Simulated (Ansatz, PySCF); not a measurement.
Reaction 3 R1 + R2 → 3 P1 + P2, each structure at its B3LYP-D3(BJ)/def2-TZVP stationary point, reached from a drawn start (curvature not checked).
P1: H2 (SMILES [H][H]), charge 0, multiplicity 1.
R1, HF (SMILES F) (charge 0, multiplicity 1):
```xyz
2

F      0.00000     0.00000     0.46223
H      0.00000     0.00000    -0.46223
```
R2: SiH4 (SMILES [SiH4]), charge 0, multiplicity 1.
P2, F3HSi (SMILES F[SiH](F)F) (charge 0, multiplicity 1):
```xyz
5

Si     0.0070    -0.0117     0.0404
F     -0.3872     1.5150    -0.0361
F      1.3008    -0.2334    -0.8367
F     -1.1680    -0.8585    -0.5877
H      0.2474    -0.4114     1.4202
```

P less R. No zero-point or thermal terms.

Frozen-core correlation throughout.

Run with Ansatz (a quantum-chemistry and plane-wave program) with Gaussian orbitals; PySCF for the D3/D4 terms. Each number belongs to the level named beside it.

The comparison value is -381.6 kJ/mol (CCSD(T)/cc-pV(T+d)Z). It is a level with limits of its own, not the exact answer.

**Question.** Order these levels by how close they come to the comparison value for the reaction energy, closest first: revPBE/def2-TZVPP, B3LYP-D4/def2-TZVPP, r2SCAN-D4/def2-TZVPP, PBE-D3(BJ)/def2-TZVPP, B3LYP-D3(BJ)/def2-TZVPP. Give each level's value less the comparison value.

**Answer.** B3LYP-D4/def2-TZVPP (-0.1 kJ/mol), B3LYP-D3(BJ)/def2-TZVPP (2.9 kJ/mol), r2SCAN-D4/def2-TZVPP (-16.7 kJ/mol), PBE-D3(BJ)/def2-TZVPP (26.7 kJ/mol), revPBE/def2-TZVPP (32.9 kJ/mol)
